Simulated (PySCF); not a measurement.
# How the method changes the shape and vibrations of AlBH3O cation

These are calculations, not measurements. They come from PySCF 2.14.0, an open-source quantum chemistry program, on an isolated molecule that a program drew, which may never have been made. The molecule is AlBH3O cation (charge +1, singlet), drawn as the SMILES string `[BH2][Al+][OH]`.

The geometry was optimised and harmonic frequencies were computed with HF and MP2, all in the cc-pV(D+d)Z basis, for the commonest isotopes, with a restricted reference for singlets and an unrestricted one otherwise, and a frozen core in MP2. Each result is a local minimum of its method.

Geometry at the HF minimum:
```xyz
6
AlBH3O cation, angstrom
B     0.4163    0.0284    0.2914
Al    0.7348    0.8618    2.2749
O     0.9690    1.4754    3.7348
H    -0.6447    0.2179   -0.2053
H     1.3203   -0.5715   -0.1895
H     1.1074    1.8367    4.5941
```

Lengths of the bonds as drawn, in Å (atoms numbered as above):
| bond | HF | MP2 |
|---|---|---|
| B1-Al2 | 2.175 | 2.164 |
| Al2-O3 | 1.601 | 1.619 |
| B1-H4 | 1.187 | 1.196 |
| B1-H5 | 1.187 | 1.196 |
| O3-H6 | 0.942 | 0.960 |

Rotational constants, in GHz:
| constant | HF | MP2 |
|---|---|---|
| A | 223.6 | 220.4 |
| B | 4.419 | 4.398 |
| C | 4.333 | 4.312 |

Harmonic frequencies in cm^-1, each column in rising order, so a row needn't be the same motion in every method:
```
rank,HF,MP2
1,140,121
2,150,130
3,367,282
4,378,296
5,482,488
6,657,629
7,911,?
8,1092,1053
9,1181,1129
10,2757,2692
11,2902,2837
12,4235,3987
```

**Estimate the missing MP2 frequency from the HF column.**

A single factor s that minimises the squared misfit of MP2 against s times HF over the other rows is sum(HF x MP2) / sum(HF^2) = 0.9572, with an rms misfit of 44 cm^-1. For rank 7 it gives 0.9572 x 911 = 872 cm^-1. The calculation gives 882 cm^-1, 10 cm^-1 above the estimate. The drawn bonds are on average 0.8 % longer in MP2 than in HF.
